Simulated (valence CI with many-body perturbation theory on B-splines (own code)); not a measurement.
Values are calculated unless marked as measured or tabulated.
Hg74+: what each term of the Hamiltonian does

Method: configuration interaction combined with many-body perturbation theory (CI+MBPT): four valence electrons over a frozen Dirac-Fock core [He], radial functions for each j: 11 s, 11 p, 9 d, 7 f, 5 g, 2 h, 1 i, with the one-electron correlation potential Σ1, the two-electron term Σ2, the three-electron term Σ3, Breit, model QED; selected CI, second order for the rest (own B-spline code, finite nucleus).

The last digits are not significant, and no measured levels were compared; by estimate large intervals hold to a few tenths of a per cent, small ones and those within an open d or f shell to about a per cent. Among the levels kept, up to 300 cm⁻¹ of a level comes from second order outside the variational space, and about a tenth of that is noise between levels of different J, which matters for small intervals.

Each rung adds one term. CI alone is the Dirac-Coulomb CI over the frozen core; QED comes last and gives the full result, which names the levels. Energies are above (2s^2 2p1/2^2) J=0 on the same rung, in × 10³ cm⁻¹.

Levels are named by their leading jj configuration (3d3/2^4 stands for four electrons in 3d with j = 3/2), which in mixed levels can hold well under half, so a name can repeat and another be missing. Letters in brackets count levels of one name in rising energy.

| Level | CI alone | + Σ1 | + Σ2 | + Σ3 | + Breit | Full |
| --- | --- | --- | --- | --- | --- | --- |
| (2s^2 2p1/2 2p3/2) J=1 | 16614 | 16616 | 16616 | 16616 | 16380 | 16398 |
| (2s^2 2p1/2 2p3/2) J=2 | 16845 | 16847 | 16847 | 16847 | 16526 | 16544 |
| (2s 2p1/2^2 2p3/2) J=2 | 19455 | 19454 | 19452 | 19451 | 19355 | 19178 |
| (2s 2p1/2^2 2p3/2) J=1 | 20212 | 20211 | 20207 | 20206 | 20144 | 19967 |
| (2s^2 2p3/2^2) J=2 | 33644 | 33649 | 33648 | 33648 | 33152 | 33185 |
| (2s^2 2p3/2^2) J=0 | 34120 | 34125 | 34126 | 34124 | 33722 | 33755 |
| (2s 2p1/2 2p3/2^2) J=2 [a] | 35787 | 35788 | 35787 | 35786 | 35483 | 35324 |
| (2s 2p1/2 2p3/2^2) J=3 | 36290 | 36292 | 36290 | 36289 | 35853 | 35695 |
| (2s 2p1/2 2p3/2^2) J=0 | 36676 | 36678 | 36676 | 36675 | 36444 | 36285 |
| (2s 2p1/2 2p3/2^2) J=1 [a] | 36940 | 36942 | 36938 | 36936 | 36647 | 36488 |
| (2s 2p1/2 2p3/2^2) J=2 [b] | 37086 | 37088 | 37084 | 37083 | 36712 | 36553 |
| (2s 2p1/2 2p3/2^2) J=1 [b] | 37040 | 37041 | 37039 | 37037 | 36755 | 36596 |
| (2p1/2^2 2p3/2^2) J=2 | 39992 | 39990 | 39984 | 39982 | 39843 | 39493 |
| (2p1/2^2 2p3/2^2) J=0 | 40486 | 40484 | 40479 | 40477 | 40433 | 40082 |
| (2s 2p3/2^3) J=2 | 53320 | 53324 | 53322 | 53321 | 52794 | 52653 |
| (2s 2p3/2^3) J=1 | 54069 | 54072 | 54070 | 54068 | 53572 | 53430 |
| (2p1/2 2p3/2^3) J=1 | 56706 | 56706 | 56701 | 56699 | 56386 | 56050 |
| (2p1/2 2p3/2^3) J=2 | 56937 | 56937 | 56932 | 56930 | 56533 | 56197 |
| (2p3/2^4) J=0 | 73931 | 73934 | 73930 | 73928 | 73419 | 73100 |

(1) How does the ionisation energy move along the ladder, and which term matters most?

Answers

(1) CI alone 22177, + Σ1 22178, + Σ2 22178, + Σ3 22178, + Breit 22125, + QED 22124 eV. The largest step is Breit, -53 eV. NIST lists 22120 ± 90 eV (theoretical).
